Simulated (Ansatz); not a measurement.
Si(NCS)2Cl2 (SiC₂S₂N₂Cl₂). The state is a triplet with charge 0. Geometry r2SCAN-D4/def2-SVP, that of the neutral singlet; atoms count from 1.

Cartesian coordinates in Å:
```
Si -0.046 0.840 0.191
N -1.177 -0.338 0.649
C -2.019 -1.119 1.010
S -3.111 -2.144 1.476
N 1.190 0.101 -0.702
C 2.101 -0.354 -1.345
S 3.282 -0.957 -2.182
Cl 0.744 1.712 1.860
Cl -0.963 2.258 -0.956
```

At PBE0-D4/def2-TZVP a singlet of charge 0 lies 4.27 eV below the triplet at the same geometry.

(1) Estimate the Mulliken populations from the PBE0/def2-TZVP orbitals of Ansatz.

(2) Where does the spin sit?

(3) And the Mayer bond orders between heavy atoms (over 0.3)?

Answers

(1) 
```
atom  charge (e)  spin (α − β)
 Si1        0.52          0.13
  N2       -0.10          0.42
  C3        0.02          0.46
  S4        0.05          0.93
  N5       -0.16         -0.01
  C6        0.16          0.01
  S7       -0.14          0.01
 Cl8       -0.18          0.02
 Cl9       -0.18          0.02
```
Mulliken values depend strongly on the basis.

(2) Summed by element: Si 0.13, N 0.41, C 0.47, S 0.95, Cl 0.05, of 2 unpaired in all. Largest on single atoms: S4 0.93, C3 0.46, N2 0.42.

(3) Si1–N2 1.25 (1.70 Å); Si1–N5 1.18 (1.70 Å); Si1–Cl8 1.20 (2.04 Å); Si1–Cl9 1.20 (2.04 Å); N2–C3 1.85 (1.20 Å); C3–S4 1.66 (1.57 Å); N5–C6 2.02 (1.20 Å); C6–S7 2.10 (1.57 Å).
